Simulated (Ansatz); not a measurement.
Reaction (formal exchange of groups at the Si–N bond): `B[SiH2]N[SiH2]F` + `O[SiH3]` → `B[SiH2][SiH2]O` + `N[SiH2]F`

Calculated with Ansatz (gas phase, PBE0-D4/def2-TZVP geometries, no zero-point term in ΔE). CCSD(T)/CBS is the MP2 limit (def2-TZVPP, def2-QZVPP) plus CCSD(T) − MP2 in def2-TZVPP, frozen cores. DFT in def2-TZVPP. Each species was taken in one conformer, which may not be the lowest.

| species | CAM-B3LYP energy (Eh) |
| --- | --- |
| `B[SiH2]N[SiH2]F` | -762.76120 |
| `O[SiH3]` | -367.18183 |
| `B[SiH2][SiH2]O` | -683.29277 |
| `N[SiH2]F` | -446.63386 |

Work out ΔE.

ΔE = (-683.29277) + (-446.63386) − (-762.76120) − (-367.18183) = 0.01640 Eh = +10.3 kcal/mol. CCSD(T)/CBS gives +10.1 kcal/mol.

Largest T1 diagnostic among the species: 0.014.

At CCSD(T), def2-SVP lies +2.6 kcal/mol from the extrapolated value and def2-TZVPP +0.3 kcal/mol. The D4 term adds +1.7 kcal/mol with B3LYP and +0.9 kcal/mol with PBE0; it sums over pairs of atoms, weighted by their polarisabilities, and B3LYP, whose exchange is more repulsive, gets the larger term.

B3LYP here is the variant with VWN-RPA as its local correlation; programs differ in this.
